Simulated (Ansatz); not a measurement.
Ansatz (a program for electronic structure) input for GaCl2, SMILES [Cl][Ga+][Cl], charge +1, PBE0/def2-TZVPD. Geometry: r2SCAN-D4/def2-TZVP. The multiplicity is an assumed one; other spin states were not compared. The isomer is the one that the SMILES or the coordinates give; other isomers of the formula were not compared.

Ansatz 0.2 input:
```yaml
crystal:
  periodic: [false, false, false]
  atoms:
    - {symbol: Ga, position_ang: [0.00000000, 0.00000000, 0.00000000]}
    - {symbol: Cl, position_ang: [0.00000000, 0.00000000, -2.02068475]}
    - {symbol: Cl, position_ang: [0.00000000, 0.00000000, 2.02068475]}
basis:
  gaussian:
    orbitals: def2-TZVPD
hamiltonian:
  xc: {name: PBE0}
total_charge: 1
```

Log of the run:

```
WARN ansatz: RAYON_NUM_THREADS=1 ignored (pool sized by the plan → 1); use --threads N
Functional definition: PBE0
integrals: 0.08 GiB planned
1040 factors; their error is unknown
mean field: 0.69 GiB planned
mean field evaluation 1: about -77398.9583 eV, gradient 4.4e1 eV
mean field evaluation 2: about -77394.4004 eV, gradient 6.8e1 eV
mean field evaluation 4: about -77402.8878 eV, gradient 1.3e0 eV
mean field evaluation 8: about -77403.1116 eV, gradient 7.6e-3 eV
mean field -77403.11159525 eV, -2844.5118854119 hartree, gradient 3.9e-5 eV, S^2 0.000000; 0 other end points of the search recorded, 0 dependent functions left out
reference -77403.11163157 eV, -2844.5118867467 hartree; 32, 32 occupied and 114, 114 virtual orbitals, 1040 factors
Total energy: -77403.11163157 eV, -2844.5118867467 hartree
```

The calculation finished and met its thresholds.
